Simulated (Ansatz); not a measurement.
Cartesian coordinates (Å):
SMILES: [N]=C=O
```xyz
3

N      1.1962    -0.0890     0.0001
C     -0.0184    -0.2268     0.0003
O     -1.1779    -0.3583     0.0005
```
Charge 0, spin multiplicity 2.

The numbers are results of frozen-core CCSD(T)/cc-pVTZ // M06-2X/def2-TZVP in Ansatz (a quantum-chemistry and plane-wave program), not measurements.

```
Item                           Result
----------------------  -------------
HF energy               -167.19121 Ha
MP2 correlation energy    -0.52002 Ha
```

Estimate the CCSD correlation energy, the (T) correction, the total energy and the T1 diagnostic.


```json
{
  "CCSD correlation energy": "-0.53297 Ha",
  "(T) correction": "-0.02619 Ha",
  "CCSD(T) total energy": "-167.75037 Ha",
  "T1 diagnostic": "0.026"
}
```
